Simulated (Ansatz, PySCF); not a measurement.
The pair A = H2O (SMILES O) (first 3 atoms), B = ClH3Si (SMILES [SiH3]Cl); geometry from B3LYP-D3(BJ)/def2-TZVP.
(charge 0, multiplicity 1):
```
atom    x (Å)    y (Å)    z (Å)
----  -------  -------  -------
O      0.0965  -0.3812   0.0761
H      0.7854  -0.9540  -0.2767
H      0.5661   0.3263   0.5339
Si    -0.4499  -0.9415   3.2065
Cl     0.9334   0.6143   3.1264
H     -0.7125  -1.1849   4.6399
H      0.1521  -2.1375   2.5935
H     -1.6801  -0.5184   2.5203
```

Frozen-core correlation. CBS: X⁻³ extrapolation of the correlation energy, Hartree–Fock from the larger set. MP2 and its Hartree–Fock in aug-cc-pV(T+d)Z are density fitted.

The values were computed with Ansatz (Gaussian basis) for Hartree–Fock, density functionals and correlated methods; PySCF for the dispersion terms. Values without a source in brackets are computed.

The monomers are drawn apart, rigid, along the line of their centres of mass. Counterpoise-corrected interaction energies (kcal/mol):

```
level                                                                 R = 4.386 Å  R = 5.677 Å
--------------------------------------------------------------------  -----------  -----------
PBE/def2-TZVPPD                                                           -0.8664      -0.2704
PBE-D3(BJ)/def2-TZVPPD                                                    -1.1960      -0.3509
wB97M-V/def2-TZVPPD                                                       -1.0668      -0.3460
MP2/CBS(aug-cc-pV(D+d)Z, aug-cc-pV(T+d)Z) + ΔCCSD(T)/aug-cc-pV(D+d)Z      -1.0514      -0.3294
```

Question: R is the distance of the centres of mass. Find the local exponent m of E ∝ R⁻ᵐ between the two points.

Answer: 
m = ln(E₁/E₂)/ln(R₂/R₁): PBE/def2-TZVPPD 4.5; PBE-D3(BJ)/def2-TZVPPD 4.8; wB97M-V/def2-TZVPPD 4.4; MP2/CBS(aug-cc-pV(D+d)Z, aug-cc-pV(T+d)Z) + ΔCCSD(T)/aug-cc-pV(D+d)Z 4.5. For scale, two fixed dipoles give m = 3, dipole and quadrupole 4, quadrupoles 5, and dispersion or dipole-induced dipole 6 at long range; at these distances several terms mix, and what is left of overlap and damping shifts m, so it need not match one of them.

Ansatz is a quantum-chemistry and plane-wave program.
